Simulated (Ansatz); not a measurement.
Reaction (silylene formation by 1,1-elimination): `CO[SiH](N)N` → `CON` + `N[SiH]`

Isolated molecules relaxed with PBE0-D4/def2-TZVP in Ansatz; ΔE leaves out vibrations. CCSD(T)/CBS is the MP2 limit (def2-TZVPP, def2-QZVPP) plus CCSD(T) − MP2 in def2-TZVPP, frozen cores. This one scheme is used for every species. DFT in def2-TZVPP. B3LYP here is the variant with VWN-RPA as its local correlation; programs differ in this. Each species was taken in one conformer, which may not be the lowest.

Task: Is it downhill or uphill in electronic energy at CCSD(T)/CBS, and by how much? (Best estimate.)

Result: The calculation gave: Uphill: ΔE = +557.8 kJ/mol.

Task: What do these levels give: r2SCAN-D4, B3LYP-D4, B2PLYP, PBE, r2SCAN, MP2/def2-TZVPP, SCS-MP2/def2-TZVPP, CCSD(T)/def2-TZVPP, HF/def2-QZVPP, SCS-MP2/def2-QZVPP, MP2/CBS(def2), CCSD/CBS(def2)? (An estimate is asked.)

Result: Computed: r2SCAN-D4 560.5, B3LYP-D4 537.9, B2PLYP 543.7, PBE 505.1, r2SCAN 557.3, MP2/def2-TZVPP 578.3, SCS-MP2/def2-TZVPP 560.1, CCSD(T)/def2-TZVPP 545.6, HF/def2-QZVPP 562.7, SCS-MP2/def2-QZVPP 568.6, MP2/CBS(def2) 590.4, CCSD/CBS(def2) 560.5 kJ/mol.

Largest T1 diagnostic among the species: 0.015.

The D4 term adds +17.9 kJ/mol with B3LYP and +9.9 kJ/mol with PBE0; it sums over pairs of atoms, weighted by their polarisabilities, and B3LYP, whose exchange is more repulsive, gets the larger term. From PBE to PBE0 (25 % exact exchange), in def2-TZVPP and without D4, ΔE moves by +30.5 kJ/mol.
